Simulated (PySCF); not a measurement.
Stepwise substitution at one centre (Ga OH-NH2). Isolated molecules, 0 K electronic values unless said otherwise. One relaxed conformer stands for each flexible species; it need not be the lowest. Strings in code marks are SMILES.

Method: B3LYP-D3(BJ)/def2-TZVP in PySCF. All candidates: neutral, multiplicity 1. B3LYP has the VWN-RPA correlation part, as in Gaussian. Excitations are Tamm–Dancoff values on a coarser integration grid. The basis has no diffuse functions, so Rydberg states are missing or too high.

| Item | Value |
|---|---|
| HOMO | -6.76 eV |
| LUMO | -0.55 eV |
| T1 excitation (TDA) | 4.75 eV |

Question: Identify which member has these values.
A) `[NH2][Ga]([OH])[OH]`
B) `[NH2][Ga]([NH2])[NH2]`
C) `[OH][Ga]([OH])[OH]`
D) `[NH2][Ga]([NH2])[OH]`

Answer: D, `[NH2][Ga]([NH2])[OH]`. The others give `[OH][Ga]([OH])[OH]`: -8.67 eV, -1.35 eV, 5.66 eV; `[NH2][Ga]([OH])[OH]`: -7.36 eV, -0.96 eV, 4.84 eV; `[NH2][Ga]([NH2])[NH2]`: -6.47 eV, -0.24 eV, 4.81 eV
